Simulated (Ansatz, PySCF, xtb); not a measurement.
Breaking a bond: SMILES [OH2+][AlH3-]. The Al1–O5 bond (Al1 also carries H, H, H; O5 carries H, H) is varied alone, starting from the PBE0/def2-TZVP optimised geometry. Each curve is given relative to its own lowest point near equilibrium.

```json
[
 {"R / Å": "1.64", "A": "0.748", "B": "1.189", "C": "1.070"},
 {"R / Å": "1.73", "A": "0.373", "B": "0.609", "C": "0.534"},
 {"R / Å": "1.81", "A": "0.177", "B": "0.297", "C": "0.252"},
 {"R / Å": "1.91", "A": "0.047", "B": "0.087", "C": "0.067"},
 {"R / Å": "1.99", "A": "0.006", "B": "0.014", "C": "0.009"},
 {"R / Å": "2.03", "A": "0.000", "B": "0.000", "C": "0.000"},
 {"R / Å": "2.12", "A": "0.013", "B": "0.005", "C": "0.014"},
 {"R / Å": "2.15", "A": "0.024", "B": "0.015", "C": "0.027"},
 {"R / Å": "2.25", "A": "0.076", "B": "0.068", "C": "0.087"},
 {"R / Å": "2.36", "A": "0.155", "B": "0.145", "C": "0.171"},
 {"R / Å": "2.49", "A": "0.265", "B": "0.246", "C": "0.278"},
 {"R / Å": "2.73", "A": "0.484", "B": "0.421", "C": "0.463"},
 {"R / Å": "3.01", "A": "0.712", "B": "0.585", "C": "0.636"},
 {"R / Å": "3.34", "A": "0.912", "B": "0.726", "C": "0.781"},
 {"R / Å": "3.68", "A": "1.050", "B": "0.825", "C": "0.881"},
 {"R / Å": "4.05", "A": "1.147", "B": "0.897", "C": "0.954"},
 {"R / Å": "4.48", "A": "1.220", "B": "0.952", "C": "1.011"},
 {"R / Å": "5.03", "A": "1.279", "B": "0.997", "C": "1.056"},
 {"R / Å": "5.43", "A": "1.305", "B": "1.016", "C": "1.076"},
 {"R / Å": "6.04", "A": "1.328", "B": "1.033", "C": "1.092"},
 {"R / Å": "7.10", "A": "1.342", "B": "1.047", "C": "1.105"}
]
```

Energies in eV.

Problem. Which curve belongs to which method? The methods are GFN1-xTB (xtb); restricted Hartree-Fock/6-31G*, spherical d (PySCF 2.14.0); MP2 on UHF/cc-pVTZ, frozen core run with Ansatz (a first-principles code).

Solution. A is GFN1-xTB; B is RHF/6-31G*; C is UMP2.
